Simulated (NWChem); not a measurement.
System: BaO; SMILES [O]=[Ba]

The following NWChem deck was run.

```
start job
memory heap 200 mb stack 900 mb global 1100 mb
geometry units angstroms noautosym nocenter noautoz
  Ba     0.000000     0.000000    -0.196189
  O      0.000000     0.000000     1.772650
end
basis spherical
  * library def2-svpd
end
ecp
  Ba library def2-ecp
end
dft
  xc xpbe96 cpbe96
  iterations 150
end
property
  response 1 0.0
end
task dft property
```

Geometry: optimised at PBE0-D3(BJ)/def2-TZVP. def2 effective core potentials on Ba; no spin-orbit coupling.

Static field.

Task: What results follow from this input? (PBE/def2-SVPD with def2 effective core potentials on Ba.) Quantities: isotropic polarisability (bohr³); anisotropy (bohr³).

Result: 
```yaml
isotropic polarisability (bohr³): 49.6
anisotropy (bohr³): 60.9
```
